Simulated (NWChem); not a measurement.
A series in which one site is exchanged, each optimised at PBE0/def2-SVP with NWChem, gas phase unless a solvent is named. Some are not confirmed as minima by frequencies. def2 effective core potentials on Cd, I; no spin-orbit coupling.

A: [I][CdH] (CdHI; site = H)
B: [I][Cd][I] (CdI$_{2}$; site = I)
C: [Br][Cd][I] (CdIBr; site = Br)
D: [F][Cd][I] (CdIF; site = F)

Values for A:

* **orbital gap (eV), PBE0/def2-SVP**: 6.42
* **vertical ionisation energy, ΔSCF, CAM-B3LYP/def2-SVP (eV)**: 9.75
* **static polarisability, CAM-B3LYP/def2-SVPD (bohr³)**: 68.6

Problem. How do these values change for the other members?

Solution. 
```json
[
 {"change from A": "orbital gap (eV), PBE0/def2-SVP", "B": "-1.13", "C": "-0.90", "D": "-0.76"},
 {"change from A": "vertical ionisation energy, ΔSCF, CAM-B3LYP/def2-SVP (eV)", "B": "+0.05", "C": "+0.30", "D": "+0.53"},
 {"change from A": "static polarisability, CAM-B3LYP/def2-SVPD (bohr³)", "B": "+38.1", "C": "+21.6", "D": "-5.8"}
]
```
